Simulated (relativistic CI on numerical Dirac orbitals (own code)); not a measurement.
## Radial parameters of Mo XX

These numbers are calculated, not measured: Dirac-Coulomb-Breit CI, separate exchange-only KLI orbitals for each configuration, model QED, unscaled Slater integrals (own radial code, finite nucleus).

Slater integrals F^k, G^k are unscaled and averaged over j, outside the closed core [Ne]; ζ comes from projecting the Hamiltonian with its Breit term on Σ l·s of the shell.

- 3s2 3p6 3d5: F^2(3d,3d) = 273660, F^4(3d,3d) = 175610, ζ(3d) = 12597 cm⁻¹; <r>(3d) = 0.3677, <r^2>(3d) = 0.1585 (bohr units).
- 3s2 3p5 3d6: ζ(3p) = 108230, F^2(3d,3d) = 272890, F^4(3d,3d) = 175090, F^2(3p,3d) = 247790, G^1(3p,3d) = 278700, G^3(3p,3d) = 181470, ζ(3d) = 12379 cm⁻¹; <r>(3p) = 0.4003, <r^2>(3p) = 0.1851, <r>(3d) = 0.3686, <r^2>(3d) = 0.1594 (bohr units).
- 3s2 3p4 3d7: F^2(3p,3p) = 248670, ζ(3p) = 108150, F^2(3d,3d) = 272100, F^4(3d,3d) = 174550, F^2(3p,3d) = 247390, G^1(3p,3d) = 278590, G^3(3p,3d) = 181290, ζ(3d) = 12163 cm⁻¹; <r>(3p) = 0.4008, <r^2>(3p) = 0.1856, <r>(3d) = 0.3696, <r^2>(3d) = 0.1602 (bohr units).

Question: Give the Racah parameters of the d shell in 3s2 3p6 3d5.

Answer: B = F²/49 − 5F⁴/441 = 3594 cm⁻¹ and C = 35F⁴/441 = 13937 cm⁻¹.

Averages of the first 10 configurations, taken without configuration mixing, which lowers the lowest level and can move excited configurations by several eV; other configurations of the list can lie among them:

```csv
Configuration,Parity,States,Average energy above the lowest level (eV)
3s2 3p6 3d5,even,252,24.1
3s2 3p5 3d6,odd,1260,180.7
3s2 3p4 3d7,even,1800,340.9
3s 3p6 3d6,even,420,288.5
3p6 3d7,even,120,557.7
3s 3p5 3d7,odd,1440,443.9
3s2 3p6 3d4 4s,even,420,351.3
3s2 3p6 3d4 4p,odd,1260,387.9
3s2 3p6 3d4 4d,even,2100,442.3
3s2 3p6 3d4 4f,odd,2940,492.7
```
